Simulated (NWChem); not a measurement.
System: C$_{2}$H$_{4}$ClNSi; SMILES C#C[Si@@H](N)Cl

Here is an NWChem input.

```
start job
memory heap 200 mb stack 900 mb global 1100 mb
geometry units angstroms noautosym nocenter noautoz
  C      0.823863     2.643721    -0.347372
  C      0.303391     1.579582    -0.022710
  Si    -0.460244    -0.009491     0.476637
  N     -1.934694    -0.178752    -0.403084
  Cl     0.972622    -1.503267     0.121913
  H      1.282799     3.581706    -0.632897
  H     -0.763890    -0.061158     1.938116
  H     -2.557121    -0.959836    -0.178948
  H     -1.923570    -0.002745    -1.411439
end
basis spherical
  * library def2-svp
end
dft
  xc pbe0
  iterations 150
end
cosmo
  do_cosmo_smd true
  solvent acetntrl
end
task dft energy
```

The geometry was optimised at PBE-D3(BJ)/def2-SVP. Solvent: acetonitrile.

Level: PBE0/def2-SVP with SMD (1 M gas to 1 M solution), gas-phase geometry. Reactions with the solvent are ignored.

Question: Predict the main results of this run. (PBE0/def2-SVP, SMD on the gas-phase geometry.) Quantities: solvation free energy (kcal/mol); cavity-dispersion-structure term (kcal/mol); dipole in solution (D).

Answer: solvation free energy (kcal/mol): -5.7
cavity-dispersion-structure term (kcal/mol): 1.8
dipole in solution (D): 2.41
